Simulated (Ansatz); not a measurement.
Reaction (ligand exchange at the Si–S bond): `CO[SiH2]S` + `C[SeH]` → `CO[SiH2][Se]C` + H₂S

Program: Ansatz. Geometries: PBE0-D4/def2-TZVP. ΔE: electronic, gas phase. CBS: MP2 limit from def2 TZ/QZ plus the TZ coupled-cluster correction, frozen cores. This one scheme is used for every species. Functionals use def2-TZVPP. B3LYP here is the variant with VWN-RPA as its local correlation; programs differ in this. For Se outer-core shells are correlated without core-valence functions, which leaves a few kJ/mol of doubt a bond. Scalar relativity is left out up to krypton. One conformer a species, not always the lowest.

```tsv
level	ΔE (kcal/mol)	difference from CCSD(T)/CBS
PBE-D4	-2.2	0.2
r2SCAN-D4	-1.6	0.8
PBE0-D4	-2.0	0.4
ωB97X-V	-1.3	1.1
ωB97M-V	-1.6	0.8
PBE	-1.0	1.4
PBE0	-0.9	1.5
B3LYP	-0.2	2.2
HF/def2-TZVPP	0.6	3.0
MP2/def2-TZVPP	-2.3	0.1
SCS-MP2/def2-TZVPP	-1.6	0.8
CCSD(T)/def2-TZVPP	-1.8	0.6
HF/def2-QZVPP	0.6	3.0
SCS-MP2/def2-QZVPP	-1.8	0.6
HF/CBS(def2)	0.6	3.0
MP2/CBS(def2)	-2.8	-0.4
CCSD(T)/CBS	-2.4	0
```

Largest T1 diagnostic among the species: 0.011.

In def2-TZVPP, CCSD(T) changes the Hartree–Fock value by −2.4 kcal/mol (the triples alone add −0.4 kcal/mol) and MP2 by −2.8 kcal/mol. The D4 term adds −1.9 kcal/mol with B3LYP and −1.1 kcal/mol with PBE0; it sums over pairs of atoms, weighted by their polarisabilities, and B3LYP, whose exchange is more repulsive, gets the larger term.
